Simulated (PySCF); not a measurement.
**Telling isomers of C₄H₅BO apart by NMR**

- NMR shieldings at PBE0/pcSseg-1/GIAO
- geometry: PBE0-D3(BJ)/def2-SVP
- spin–spin couplings from B3LYP/pcJ-1 (spin–dipole term left out of most H,H and C,H couplings)
- code: PySCF 2.14.0 with density-fitted response routines
- in vacuum, one averaged value for each set of equivalent atoms, non-relativistic, single conformer

δ = σ(ref) − σ, references computed at the same level: TMS for ¹H and ¹³C. Multiplet labels drop J under 1 Hz and among equivalent protons, and merge close values. Unscaled 3J(H,H) run several per cent high. Couplings to H on boron are left out. Carbons bonded to boron are broad in practice. Shifts are as computed. Against solution values, carbons near 30 ppm lie about +2 ppm off and those near 130 ppm about +5 ppm. Of 1211 compounds with measured shifts, 218 miss one by over three times the rms of a fit or turn the order of signals round; such compounds aren't used in these exercises.

(1) Tabulate the signals of `Bc1ccoc1`, `Bc1ccco1` and their relative energies.

(2) What is the quickest way to tell Bc1ccoc1 from Bc1ccco1?

Results:

(1) 
| SMILES | carbon types | δC | δH | E rel. (kcal/mol) |
| --- | --- | --- | --- | --- |
| Bc1ccoc1 | 1×C 3×CH | 165.0, 147.8, 134.3, 123.7 | 7.96 (d, 1H), 7.49 (dd, 1H), 7.05 (br, 2H), 7.00 (d, 1H) | 3.0 |
| Bc1ccco1 | 1×C 3×CH | 172.6, 157.8, 144.0, 118.0 | 7.87 (d, 1H), 7.68 (d, 1H), 6.76 (dd, 1H), 6.52 (br, 2H) | 0.0 |

Energies are electronic energies at PBE0/pcSseg-1 on these geometries, without zero-point or thermal terms, each for the one conformer computed, which needn't be the lowest.

(2) Both give the same number of carbon signals, with the same numbers of each carbon type, so the positions decide. The first has a substituted aromatic carbon (C) at 134.3 ppm, the second a substituted aromatic carbon next to the ring oxygen (C) at 172.6 ppm. Their most deshielded carbons lie at 165.0 and 172.6 ppm.
